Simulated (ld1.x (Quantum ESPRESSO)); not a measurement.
# Which change was made? (Ru, TM)

```json
{
 "Element": "ruthenium (Ru)",
 "Generator": "ld1.x (Quantum ESPRESSO) 7.5",
 "Type": "norm-conserving Troullier–Martins (Kleinman–Bylander form)",
 "Functional": "LDA (PZ)",
 "Relativity": "scalar-relativistic",
 "Frozen core": "[Kr]",
 "Valence charge": "8",
 "Reference configuration": "4d7 5s0 5p1",
 "Partial waves": "5s (bound, empty): rc 2.80 bohr; 5p (bound): rc 3.05 bohr; 4d (bound): rc 2.00 bohr",
 "Local potential": "all-electron potential smoothed inside 1.75 bohr (lloc = -1)",
 "Core correction": "none"
}
```

Cutoffs, loose and tight: the cutoffs (Ry, on a coarse ladder) from which the occupation-weighted sum of valence levels, in a spherical-Bessel basis at the reference potential, stays within 10 and 1 mRy of its value at 400 Ry. They do not see the model core or the augmentation charge, which bear on the density cutoff. Test errors are all-electron minus pseudo excitation energies from the reference, over the configurations 4d7 5s1 5p0; 4d7 5s0 5p0; 4d6 5s0 5p0; 4d5 5s0 5p0; 4d7.5 5s0.5 5p0; 4d8 5s0 5p0; 4d6 5s1 5p1 (two spin-polarised tests are not counted in the largest error); variants that change the core or the reference have their own tests. The largest error is taken over the tests solved by every variant that gives reliable tests at all, those not shown here included: 4d5 5s0 5p0; 4d6 5s0 5p0; 4d7 5s0 5p0; 4d8 5s0 5p0.

The base gives: outcome: generated; cutoff, loose: 45 Ry; cutoff, tight: 50 Ry; bound ghosts: s; largest test error (meV): -64.

After one change the result is: outcome: generated; cutoff, loose: 35 Ry; cutoff, tight: 45 Ry; bound ghosts: s; largest test error (meV): -71. Which change was it?
A. all radii scaled by about 1.23 (s 3.44, p 3.74, d 2.46 bohr); local potential all-electron potential smoothed inside 2.14 bohr (lloc = -1)
B. all radii scaled by about 0.84 (s 2.36, p 2.56, d 1.68 bohr); local potential all-electron potential smoothed inside 1.46 bohr (lloc = -1)
C. all radii scaled by about 1.37 (s 3.84, p 4.18, d 2.74 bohr); local potential all-electron potential smoothed inside 2.40 bohr (lloc = -1)

A. The others give: all radii scaled by about 1.37 (s 3.84, p 4.18, d 2.74 bohr); local potential all-electron potential smoothed inside 2.40 bohr (lloc = -1) → outcome: generated; cutoff, loose: 35 Ry; cutoff, tight: 40 Ry; bound ghosts: none; largest test error (meV): -38 | all radii scaled by about 0.84 (s 2.36, p 2.56, d 1.68 bohr); local potential all-electron potential smoothed inside 1.46 bohr (lloc = -1) → outcome: generated; cutoff, loose: 50 Ry; cutoff, tight: 60 Ry; bound ghosts: s, p; largest test error (meV): -70.
